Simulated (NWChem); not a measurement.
Program: NWChem. System: C$_{2}$H$_{6}$AlF, charge 0, spin multiplicity 1, at a geometry optimised with PBE/def2-SVP. The structure started from a generated list of species. Level: MP2/def2-TZVP, 8 core orbitals frozen.

NWChem printed:

```
             Northwest Computational Chemistry Package (NWChem) 7.3.0
             --------------------------------------------------------

                                NWChem Input Module
                                -------------------

 Scaling coordinates for geometry "geometry" by  1.889725989
 (inverse scale =  0.529177249)

                             Geometry "geometry" -> ""
                             -------------------------

 Output coordinates in angstroms (scale by  1.889725989 to convert to a.u.)

  No.       Tag          Charge          X              Y              Z
 ---- ---------------- ---------- -------------- -------------- --------------
    1 Al                  13.0000    -0.02525600     0.01794600    -0.02845500
    2 C                    6.0000     1.78239200    -0.21464400    -0.74309900
    3 H                    1.0000     2.17476400    -1.23443300    -0.54416700
    4 H                    1.0000     2.48536400     0.49269200    -0.25092600
    5 H                    1.0000     1.83508500    -0.02870200    -1.83475800
    6 C                    6.0000    -0.66556100    -0.53254100     1.73767800
    7 H                    1.0000    -1.38709400    -1.37274100     1.64097300
    8 H                    1.0000    -1.21193400     0.29178100     2.24259800
    9 H                    1.0000     0.14937400    -0.86967500     2.41031200
   10 F                    9.0000    -1.15758000     0.77454400    -1.02906500

 Effective nuclear repulsion energy (a.u.)     151.4311849824

            Nuclear Dipole moment (a.u.)
            ----------------------------
        X                 Y               Z
 ---------------- ---------------- ----------------
    -0.0000056692     0.0000113384     0.0000113384


 Summary of "ao basis" -> "" (spherical)
 ------------------------------------------------------------------------------
       Tag                 Description            Shells   Functions and Types
 ---------------- ------------------------------  ------  ---------------------
 *                         def2-tzvp                  on all atoms

 Summary of "ao basis" -> "ao basis" (spherical)
 ------------------------------------------------------------------------------
       Tag                 Description            Shells   Functions and Types
 ---------------- ------------------------------  ------  ---------------------
 Al                        def2-tzvp                13       37   5s5p2d1f
[...]
    5 H    1     0.86   0.26  0.48  0.10  0.02
    6 C    6     6.64   0.85  1.12  0.46  0.69  0.12  1.23  1.51  0.60  0.01  0.03  0.00
    7 H    1     0.87   0.25  0.49  0.11  0.02
    8 H    1     0.87   0.25  0.48  0.11  0.02
    9 H    1     0.87   0.26  0.49  0.11  0.02
   10 F    9     9.47   0.77  1.20  0.59  1.00  0.35  2.24  2.29  1.02  0.00  0.01  0.00

       Multipole analysis of the density wrt the origin
       ------------------------------------------------

     L   x y z        total         open         nuclear
     -   - - -        -----         ----         -------
     0   0 0 0     -0.000000      0.000000     40.000000

     1   1 0 0      0.544665      0.000000     -0.000006
     1   0 1 0     -0.364025      0.000000      0.000011
     1   0 0 1      0.479710      0.000000      0.000011

     2   2 0 0    -26.019294      0.000000    183.827204
     2   1 1 0      1.927087      0.000000    -29.769345
     2   1 0 1     -0.688188      0.000000    -49.865696
     2   0 2 0    -22.053429      0.000000     42.405556
     2   0 1 1      2.247025      0.000000    -53.098668
     2   0 0 2    -25.445963      0.000000    172.227737

                   NWChem MP2 Semi-direct Energy/Gradient Module
                   ---------------------------------------------

  Basis functions       =    166
  Molecular orbitals    =    166
  Frozen core           =      8
  Frozen virtuals       =      0
  Active alpha occupied =     12
  Active beta occupied  =     12
  Active alpha virtual  =    146
  Active beta virtual   =    146
  Use MO symmetry       = F
  Use skeleton AO sym   = F

  AO/Fock/Back tols     =   1.0D-09  1.0D-09  1.0D-09

 GA uses MA = F    GA memory limited = T

 Available:
  local mem=  1.26D+08
 global mem=  1.44D+08
 local disk=  0.00D+00
  mp2_memr nvloc                   146
  nvloc new                   146
   1 passes of  12:        5242880                     143779                  77676152.
   1 passes of  12: M    126148004           G      144124088           F     120905124.

 Semi-direct pass number   1 of   1  for RHF alpha+beta  at       24.8s
  vrange nnbf                 13032
  mp2_eaftype                   296  avail_ma_in_mb                  1099
 EAF : mp2_eaftype filesize         296   38838076.
  mp2_eaf for mointskh                    296
Node 0 wrote    182.7 Mb in      0.0 s     Agg I/O rate:  5699.7 Mb/s
 Done moints_semi at       32.6s
  mp2_eaftype                   296  avail_ma_in_mb                   803
 EAF : mp2_eaftype filesize         296   38838076.
  mp2_eaf for kh                   296
 Done maket at       33.0s
 Done multipass loop at       33.0s

          -------------------------------------------
          SCF energy                -420.760449196180
          Correlation energy          -0.674234672761
          Singlet pairs               -0.439152041418
          Triplet pairs               -0.235082631343
          Total MP2 energy          -421.434683868941
          -------------------------------------------

          ---------------------------------------------------
                    Spin Component Scaled (SCS) MP2
          Same spin pairs                     -0.156721754228
          Same spin scaling factor             0.333333333333
          Opposite spin pairs                 -0.517512918532
          Opposite spin scaling fact.          1.200000000000
          SCS-MP2 correlation energy          -0.673256086982
          Total SCS-MP2 energy              -421.433705283162
          ---------------------------------------------------

 -----------------------
 Performance information
 -----------------------

 Timer overhead =  1.32D-07 seconds/call

               Nr. of calls         CPU time (s)                 Wall time (s)                GFlops
             ---------------    -------------------     ------------------------------   -------------------
Name         Min   Avg   Max    Min     Avg     Max     Min     Avg     Max   Mx/calls   Min     Max     Sum
mp2: moin     1     1     1    7.8     7.8     7.8      7.8     7.8     7.8     7.8      0.0     0.0     0.0
mp2: make     1     1     1   0.39    0.39    0.39     0.39    0.39    0.39    0.39      0.0     0.0     0.0
mp2: tota     1     1     1    8.2     8.2     8.2      8.2     8.2     8.2     8.2      0.0     0.0     0.0

 The average no. of pstat calls per process was 3.00D+00
 with a timing overhead of 3.97D-07s

 Task  times  cpu:       33.0s     wall:       33.0s

 Total times  cpu:       33.0s     wall:       33.0s
```

### Question
Write an NWChem input that would produce this output.

### Answer
One answer among several that fit: 
```
start mol
memory heap 200 mb stack 900 mb global 1100 mb
geometry units angstroms nocenter noautoz noautosym
  Al    -0.025256     0.017946    -0.028455
  C      1.782392    -0.214644    -0.743099
  H      2.174764    -1.234433    -0.544167
  H      2.485364     0.492692    -0.250926
  H      1.835085    -0.028702    -1.834758
  C     -0.665561    -0.532541     1.737678
  H     -1.387094    -1.372741     1.640973
  H     -1.211934     0.291781     2.242598
  H      0.149374    -0.869675     2.410312
  F     -1.157580     0.774544    -1.029065
end
basis spherical
  * library def2-tzvp
end
scf
  rhf
  nopen 0
  maxiter 100
  thresh 1e-7
  semidirect memsize 60000000 filesize 0
end
mp2
  freeze core 8
end
task mp2 energy
```
